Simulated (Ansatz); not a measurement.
```yaml
crystal:
  periodic: [false, false, false]
  atoms:
    - {symbol: Al, position_ang: [-0.589633, 1.393365, -1.326366]}
    - {symbol: O, position_ang: [0.291377, 0.073952, -0.739346]}
    - {symbol: Si, position_ang: [0.622949, -1.103821, 0.305852]}
    - {symbol: S, position_ang: [-0.904250, -1.086821, 1.856063]}
    - {symbol: H, position_ang: [-0.445227, 1.602987, -2.865546]}
    - {symbol: H, position_ang: [-1.164887, 2.438006, -0.343938]}
    - {symbol: H, position_ang: [1.987483, -0.782091, 0.872194]}
    - {symbol: H, position_ang: [0.644559, -2.421294, -0.215394]}
    - {symbol: H, position_ang: [-0.391153, -0.157503, 2.528756]}
basis:
  gaussian: {orbitals: cc-pVTZ-PP}
hamiltonian: {xc: {name: wB97}}
output: {forces: true}
```

```sh
$ ansatz run in.yaml --threads 2 --pin off --events-out ev --progress --plain --max-ram 4352MiB
```

Q: How does Ansatz answer? (An estimate is asked.)

A: Ansatz gave: The input was rejected before any iteration.
```
Functional definition: wB97
Error: <dir> the basis set cc-pVTZ-PP has no functions for Al
```
